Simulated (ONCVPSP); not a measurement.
## Before and after: ONCV potential for zirconium (Zr)

```
Element                 : Zr (Z = 40)
Generator               : ONCVPSP 4.0.1
Type                    : optimised norm-conserving Vanderbilt (ONCV)
Functional              : PBE
Relativity              : fully relativistic
Frozen core             : [Ar] 3d10
Valence charge          : 12
Reference configuration : 4s2 4p6 4d2 5s2
Partial waves           : 4s+5s: rc 1.90 bohr, ncon 4, nbas 8, qcut 7 1/bohr, 2 projectors; 4p: rc 1.75 bohr, ncon 4, nbas 8, qcut 7.8 1/bohr, 3 projectors, debl 2.2 Ha; 4d: rc 2.30 bohr, ncon 3, nbas 8, qcut 5.7 1/bohr, 1 projector
Local potential         : polynomial inside 1.55 bohr (lpopt 5, dvloc0 2 Ha)
Core correction         : polynomial model core, fcfact 0.75
```

Open shells are filled in proportion to 2j + 1.

Change: s: rc 2.52.

Cutoffs: the cutoffs (Ha) at which the residual kinetic energy of the hardest occupied pseudo-wave falls to 1 and 0.1 mHa per electron; they do not see the model core or the augmentation charge, which bear on the density cutoff. Errors are all-electron minus pseudo energies relative to the spin-unpolarised reference configuration.

Predict the effect on cutoff, ghosts and configuration errors.

The potential gets neither clearly harder nor softer (19 Ha and 23 Ha → 19 Ha and 23 Ha); the p channel sets the loose cutoff, while the largest relative change is in s, which becomes softer; of the 4 tests that both files solve, the error grows in 3 and shrinks in 1 by more than 15 % and 0.3 meV (median size 2.2 → 2.7 meV); neither file shows a bound ghost.

| quantity | base | changed |
| --- | --- | --- |
| cutoff, loose | 19 Ha | 19 Ha |
| cutoff, tight | 23 Ha | 23 Ha |
| loose cutoff by channel | s 16 Ha, p 19 Ha, d 12 Ha | s 11 Ha, p 19 Ha, d 12 Ha |
| bound ghosts | none | none |
| GHOST(+) flags under 300 eV | none | none |
| error for 4s2 4p6 4d2 5s1, meV [ΔE 7.14 eV] | -0.4 | -1.0 |
| error for 4s2 4p6 4d2 5s0, meV [ΔE 20.08 eV] | -3.7 | -7.6 |
| error for 4s2 4p6 4d1 5s0, meV [ΔE 42.70 eV] | +5.3 | +4.2 |
| error for 4s2 4p6 4d3 5s1, meV [ΔE 1.20 eV] | +0.7 | -1.2 |
| p3/2: phases at 1.77 bohr within 0.05 rad from the reference energy up to (Ha; the scan ends near 5) | to the end of the scan | to the end of the scan |
| p1/2: phases at 1.77 bohr within 0.05 rad from the reference energy up to (Ha; the scan ends near 5) | to the end of the scan | to the end of the scan |
| d5/2: phases at 2.33 bohr within 0.05 rad from the reference energy up to (Ha; the scan ends near 5) | 1.4 | 1.4 |
| d3/2: phases at 2.33 bohr within 0.05 rad from the reference energy up to (Ha; the scan ends near 5) | 1.4 | 1.4 |
| rms error of d²Exc/dni dnj with the model core, mHa | 3.48 | 3.12 |
